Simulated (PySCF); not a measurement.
`C1CC[C@@]2(N)[C@]1(F)C2`, C$_{6}$H$_{10}$FN

Molfile (atoms numbered from 1):
```
C6H10FN
     RDKit          3D

 18 19  0  0  0  0  0  0  0  0999 V2000
    2.2493   -0.1241   -0.2131 N   0  0  0  0  0  0  0  0  0  0  0  0
    0.8236   -0.1824   -0.2471 C   0  0  2  0  0  0  0  0  0  0  0  0
    0.1220    0.9979   -0.8973 C   0  0  0  0  0  0  0  0  0  0  0  0
   -1.3327    0.9325   -0.4063 C   0  0  0  0  0  0  0  0  0  0  0  0
   -1.3032    0.2179    0.9536 C   0  0  0  0  0  0  0  0  0  0  0  0
   -0.0805   -0.6595    0.8675 C   0  0  2  0  0  0  0  0  0  0  0  0
    0.4271   -1.1113    2.0606 F   0  0  0  0  0  0  0  0  0  0  0  0
    0.1270   -1.5147   -0.3490 C   0  0  0  0  0  0  0  0  0  0  0  0
    2.6316   -0.9417    0.2491 H   0  0  0  0  0  0  0  0  0  0  0  0
    2.5626    0.6994    0.2920 H   0  0  0  0  0  0  0  0  0  0  0  0
    0.1888    0.9614   -1.9840 H   0  0  0  0  0  0  0  0  0  0  0  0
    0.6059    1.9166   -0.5596 H   0  0  0  0  0  0  0  0  0  0  0  0
   -1.7729    1.9250   -0.3270 H   0  0  0  0  0  0  0  0  0  0  0  0
   -1.9356    0.3578   -1.1091 H   0  0  0  0  0  0  0  0  0  0  0  0
   -2.2168   -0.3484    1.1407 H   0  0  0  0  0  0  0  0  0  0  0  0
   -1.1649    0.9267    1.7729 H   0  0  0  0  0  0  0  0  0  0  0  0
   -0.6854   -1.6573   -1.0435 H   0  0  0  0  0  0  0  0  0  0  0  0
    0.7454   -2.3896   -0.2119 H   0  0  0  0  0  0  0  0  0  0  0  0
  2  1  1  1
  2  3  1  0
  3  4  1  0
  4  5  1  0
  5  6  1  0
  6  7  1  1
  6  8  1  0
  6  2  1  0
  8  2  1  0
  1  9  1  0
  1 10  1  0
  3 11  1  0
  3 12  1  0
  4 13  1  0
  4 14  1  0
  5 15  1  0
  5 16  1  0
  8 17  1  0
  8 18  1  0
M  END
```

The calculation used TDDFT PBE0/def2-SVPD circular dichroism and optical rotation, one conformer, gas phase in PySCF. Geometry: GFN2-xTB.

The molecule is flexible and this is one conformer; a measurement averages over conformers. States above about 6.4 eV (minus the energy of the highest occupied orbital) lie near or above the ionisation threshold and depend on the basis.

Assign R or S to each stereocentre.

C2 S, C6 R.

Which excitations and rotatory strengths does the calculation give?

Rotatory strengths R in 10⁻⁴⁰ esu² cm², velocity form and length form (origin at the centre of mass); f in length form.
| state | E (eV) | λ (nm) | f | R (velocity) | R (length) | main |
| --- | --- | --- | --- | --- | --- | --- |
| 1 | 5.90 | 210 | 0.027 | -9.9 | -9.5 | HOMO→LUMO 0.86, HOMO→LUMO+1 0.12 |
| 2 | 6.46 | 192 | 0.007 | +6.3 | +6.3 | HOMO→LUMO+1 0.84, HOMO→LUMO 0.13 |
| 3 | 6.75 | 184 | 0.009 | -0.6 | -1.1 | HOMO→LUMO+2 0.92 |
| 4 | 6.92 | 179 | 0.008 | -3.2 | -3.9 | HOMO→LUMO+4 0.51, HOMO→LUMO+3 0.40 |
| 5 | 7.09 | 175 | 0.022 | +9.5 | +10.3 | HOMO→LUMO+3 0.56, HOMO→LUMO+4 0.41 |
| 6 | 7.61 | 163 | 0.016 | +6.6 | +6.4 | HOMO→LUMO+5 0.83 |
| 7 | 7.69 | 161 | 0.027 | -5.7 | -5.9 | HOMO→LUMO+6 0.79, HOMO→LUMO+5 0.10 |
| 8 | 7.77 | 160 | 0.029 | +2.2 | +1.2 | HOMO−1→LUMO 0.87 |
| 9 | 7.92 | 157 | 0.016 | -1.3 | -1.6 | HOMO→LUMO+7 0.83 |
| 10 | 8.20 | 151 | 0.021 | +5.8 | +6.1 | HOMO→LUMO+8 0.83 |
| 11 | 8.27 | 150 | 0.004 | -4.4 | -4.3 | HOMO−1→LUMO+1 0.83 |
| 12 | 8.44 | 147 | 0.021 | +30.0 | +31.5 | HOMO→LUMO+9 0.60, HOMO−2→LUMO 0.24 |

Among the states computed, the strongest CD band (largest |R|) is state 12. The largest dissymmetry factor in size, g = 4R/(D+G), with D and G the electric and magnetic dipole strengths, is +0.019 for state 12 (velocity form, f = 0.021), among bands with |R| over 0.5. The mirror image has the same energies and oscillator strengths and all R with the opposite sign.
